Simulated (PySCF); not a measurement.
## How methods differ on the ionisation energy of V⁵⁺

V⁵⁺ [Ar] (1S) → V⁶⁺ [Ne] 3s2 3p5 (2P), as a difference of total energies. All numbers are calculated (PySCF 2.14, scalar relativity by spin-free X2C-1e, in an even-tempered Gaussian basis (20 s from 0.19 bohr⁻², ratio 2.5; 13 p from 0.24 bohr⁻², ratio 2.5; 5 d from 2.8 bohr⁻², ratio 2.7; 5 f from 4.1 bohr⁻², ratio 2.7)). Correlated levels: outer shells: 1s2 frozen; virtual orbitals above 40 to 60 times the deepest correlated orbital energy dropped. The calculations carry no spin-orbit coupling.

| method | ionisation energy (eV) |
| --- | --- |
| UHF | 127.11 |
| LDA | 128.53 |
| PBE | 128.27 |
| PBE0 | 128.38 |
| r2SCAN | 128.54 |
| M06 | 128.57 |
| revPBE | 128.22 |
| MP2 (outer shells) | 127.95 |
| SCS-MP2 (outer shells) | 127.84 |

Question: How much does correlation contribute at MP2 (outer shells)?

Answer: 127.95 − (127.11) = 0.84 eV, measured against UHF.

A first-order spin-orbit estimate (lowest level to lowest level, LS coupling) adds -0.304 eV.

For comparison: 128.12 eV (measured; NIST Atomic Spectra Database, ionization energies).
